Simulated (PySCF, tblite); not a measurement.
C6H10OSi.
Numbering: `[O:1]=[C:2]1[CH:3]=[CH:4][C@@H:5]([CH2:6][SiH3:7])[CH2:8]1` (hydrogens: H9 on C3; H10 on C4; H11 on C5; H12, H13 on C6; H14, H15, H16 on Si7; H17, H18 on C8)

Computed with GFN2-xTB (tblite), gas phase: nudged elastic band of 9 images (0 to 8), spring 0.2 eV/Å², climbing image at the end, force threshold 0.05 eV/Å. No saddle search or frequency run followed, so the top image need not be a first-order saddle, and its height can exceed the method's true barrier by a kcal/mol or more.

Path: rotation about C6–C5 (sp3 carbon bound to silicon, allylic carbon), followed by the dihedral Si7–C6–C5–C8.

Image 0 (start, dihedral 69°):
```
atom  x, y, z in Å
O1     -1.207    2.045    2.500
C2     -1.154    1.295    1.556
C3     -2.144    1.137    0.483
C4     -1.756    0.197   -0.376
C5     -0.431   -0.413   -0.029
C6      0.568   -0.247   -1.179
Si7     2.236   -1.122   -0.885
C8     -0.023    0.323    1.252
H9     -3.045    1.722    0.443
H10    -2.295   -0.118   -1.254
H11    -0.567   -1.484    0.160
H12     0.118   -0.647   -2.091
H13     0.720    0.820   -1.355
H14     2.896   -0.595    0.309
H15     1.976   -2.552   -0.712
H16     3.080   -0.898   -2.058
H17     0.898    0.890    1.123
H18     0.122   -0.346    2.100
```

Image 8 (end, +0.011 eV, dihedral 180°):
```
atom  x, y, z in Å
O1     -2.189    2.395    1.617
C2     -1.603    1.441    1.167
C3     -2.154    0.371    0.324
C4     -1.204   -0.503   -0.002
C5      0.142   -0.149    0.550
C6      1.171    0.080   -0.564
Si7     1.557   -1.457   -1.624
C8     -0.133    1.116    1.377
H9     -3.189    0.344    0.034
H10    -1.334   -1.384   -0.608
H11     0.503   -0.964    1.186
H12     0.816    0.890   -1.204
H13     2.096    0.431   -0.102
H14     1.794   -2.597   -0.734
H15     0.438   -1.756   -2.520
H16     2.756   -1.180   -2.413
H17     0.476    1.964    1.062
H18     0.047    0.964    2.442
```

Q: What do the inner images look like?

A: 
Image 1: +0.024 eV, dihedral 82°
```
atom  x, y, z in Å
O1     -1.357    2.114    2.452
C2     -1.236    1.333    1.540
C3     -2.200    1.057    0.466
C4     -1.725    0.126   -0.357
C5     -0.361   -0.365    0.025
C6      0.644   -0.162   -1.116
Si7     2.212   -1.233   -0.970
C8     -0.029    0.439    1.287
H9     -3.148    1.562    0.400
H10    -2.224   -0.264   -1.230
H11    -0.424   -1.435    0.254
H12     0.153   -0.413   -2.058
H13     0.896    0.898   -1.182
H14     2.953   -0.924    0.252
H15     1.792   -2.637   -0.944
H16     3.043   -0.975   -2.146
H17     0.851    1.068    1.153
H18     0.152   -0.183    2.163
```

Image 2: +0.073 eV, dihedral 96°
```
atom  x, y, z in Å
O1     -1.510    2.172    2.397
C2     -1.315    1.366    1.521
C3     -2.236    0.975    0.445
C4     -1.677    0.051   -0.332
C5     -0.287   -0.320    0.090
C6      0.721   -0.096   -1.051
Si7     2.168   -1.333   -1.067
C8     -0.040    0.557    1.323
H9     -3.218    1.403    0.345
H10    -2.130   -0.412   -1.195
H11    -0.282   -1.380    0.369
H12     0.196   -0.186   -2.003
H13     1.084    0.932   -1.012
H14     2.946   -1.247    0.168
H15     1.598   -2.678   -1.190
H16     3.009   -1.030   -2.225
H17     0.792    1.246    1.180
H18     0.171   -0.015    2.226
```

Image 3: +0.117 eV, dihedral 110°
```
atom  x, y, z in Å
O1     -1.658    2.221    2.328
C2     -1.389    1.392    1.493
C3     -2.256    0.889    0.420
C4     -1.616   -0.027   -0.303
C5     -0.212   -0.279    0.159
C6      0.801   -0.041   -0.979
Si7     2.103   -1.416   -1.168
C8     -0.056    0.668    1.355
H9     -3.263    1.241    0.281
H10    -2.017   -0.559   -1.152
H11    -0.142   -1.319    0.495
H12     0.258    0.044   -1.922
H13     1.286    0.925   -0.837
H14     2.897   -1.542    0.054
H15     1.393   -2.675   -1.416
H16     2.960   -1.078   -2.303
H17     0.727    1.411    1.198
H18     0.177    0.152    2.286
```

Image 4 (top): +0.131 eV, dihedral 124°
```
atom  x, y, z in Å
O1     -1.797    2.258    2.243
C2     -1.454    1.410    1.456
C3     -2.260    0.798    0.392
C4     -1.545   -0.109   -0.271
C5     -0.139   -0.243    0.232
C6      0.881    0.004   -0.901
Si7     2.016   -1.479   -1.268
C8     -0.074    0.773    1.379
H9     -3.284    1.077    0.214
H10    -1.890   -0.704   -1.102
H11    -0.005   -1.256    0.627
H12     0.341    0.270   -1.811
H13     1.489    0.876   -0.659
H14     2.807   -1.806   -0.080
H15     1.178   -2.628   -1.623
H16     2.896   -1.115   -2.378
H17     0.659    1.559    1.199
H18     0.173    0.319    2.339
```

Image 5: +0.108 eV, dihedral 138°
```
atom  x, y, z in Å
O1     -1.926    2.287    2.139
C2     -1.511    1.422    1.408
C3     -2.249    0.702    0.361
C4     -1.464   -0.194   -0.234
C5     -0.066   -0.211    0.307
C6      0.962    0.039   -0.815
Si7     1.912   -1.516   -1.363
C8     -0.093    0.871    1.395
H9     -3.283    0.910    0.146
H10    -1.750   -0.849   -1.041
H11     0.125   -1.189    0.763
H12     0.449    0.478   -1.671
H13     1.681    0.790   -0.484
H14     2.677   -2.042   -0.230
H15     0.955   -2.530   -1.811
H16     2.819   -1.138   -2.446
H17     0.594    1.690    1.182
H18     0.160    0.486    2.382
```

Image 6: +0.063 eV, dihedral 152°
```
atom  x, y, z in Å
O1     -2.041    2.308    2.017
C2     -1.558    1.427    1.349
C3     -2.227    0.604    0.332
C4     -1.377   -0.279   -0.190
C5      0.004   -0.184    0.383
C6      1.045    0.062   -0.723
Si7     1.798   -1.528   -1.449
C8     -0.112    0.961    1.400
H9     -3.264    0.739    0.080
H10    -1.604   -0.992   -0.966
H11     0.245   -1.119    0.900
H12     0.580    0.653   -1.514
H13     1.852    0.676   -0.320
H14     2.509   -2.249   -0.390
H15     0.733   -2.380   -1.980
H16     2.735   -1.147   -2.505
H17     0.535    1.802    1.149
H18     0.139    0.651    2.415
```

Image 7: +0.025 eV, dihedral 167°
```
atom  x, y, z in Å
O1     -2.147    2.325    1.866
C2     -1.598    1.427    1.275
C3     -2.193    0.500    0.303
C4     -1.283   -0.368   -0.134
C5      0.073   -0.159    0.465
C6      1.132    0.071   -0.623
Si7     1.675   -1.514   -1.529
C8     -0.130    1.046    1.395
H9     -3.228    0.557    0.018
H10    -1.450   -1.145   -0.861
H11     0.356   -1.044    1.046
H12     0.739    0.795   -1.339
H13     2.008    0.534   -0.165
H14     2.288   -2.437   -0.570
H15     0.516   -2.165   -2.143
H16     2.647   -1.140   -2.555
H17     0.480    1.900    1.101
H18     0.105    0.822    2.436
```

The largest changes of bonds and angles from start to top: C5–C6 1.533 → 1.544 Å, C6–Si7 1.906 → 1.903 Å, C8–C5–H11 111.0 → 109.7°, Si7–C6–H13 110.6 → 109.5°, C5–C6–H13 108.5 → 109.5°. GFN2-xTB torsional profiles can miss by a kcal/mol or more and can put conformers in the wrong order.

Q: What do single points at PBE0/pcSseg-1 (PySCF, no dispersion term) give on some images?

A: 
```csv
image,GFN2-xTB E (eV),DFT E (eV),HOMO (eV),LUMO (eV),dipole (D)
0,0.000,0.000,-7.14,-1.43,3.70
2,0.073,0.072,-7.14,-1.43,3.54
4,0.131,0.144,-7.13,-1.43,3.42
6,0.063,0.072,-7.11,-1.43,3.37
8,0.011,0.022,-7.12,-1.45,3.38
```

Energies count from image 0 at each level. At the GFN2-xTB top the DFT energy is 3.3 kcal/mol against 3.0; the geometries weren't optimised at the DFT level.

What follows is the cost of the whole band run. On one thread, AMD EPYC 9R14 (x86_64), shared host with 64 logical CPUs at a one-minute load of 20, this took 3.5 s of wall time and 0.18 GiB of memory at its peak.
